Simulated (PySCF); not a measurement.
From computed data to an observable: chemical shift, span and skew from a shielding tensor

aminosilylimino(oxo)methane (CH4N2OSi), SMILES N[SiH2]N=C=O. Atoms are numbered in the order given.

```xyz
9

N      0.8465    -2.1309     0.0000
Si    -0.5366    -1.1173     0.0000
N     -0.1991     0.5855     0.0000
C      0.0561     1.7542     0.0000
O      0.3064     2.8968     0.0000
H      1.4113    -2.2302     0.8359
H      1.4113    -2.2302    -0.8359
H     -1.3145    -1.3894    -1.2373
H     -1.3145    -1.3894     1.2373
```
Charge 0, spin multiplicity 1.

Geometry: PBE0-D3(BJ)/def2-SVP. One conformer was computed; it need not be the lowest.

GIAO shieldings from PBE/pcSseg-1 run with PySCF, non-relativistic, no solvent. The symmetric part of the tensor of C4 has the principal values -46.2, -42.7, 269.1 ppm. The same nucleus in TMS has σ = 182.0 ppm at this level (PySCF, at its B3LYP-D3(BJ)/def2-TZVP geometry).

### Question
Work out the isotropic shielding, the ¹³C shift against TMS, the span and the skew.

### Answer

σ(iso) = (σ11 + σ22 + σ33)/3 = 60.1 ppm. δ = σ(ref) − σ(iso) = 182.0 − (60.1) = 121.9 ppm.
Span Ω = σ33 − σ11 = 315.3 ppm. Skew κ = 3(σ(iso) − σ22)/Ω = 0.98, an axial tensor. Tumbling in solution averages the tensor to δ; in a static solid the shielding alone would spread this spin-1/2 line over Ω.
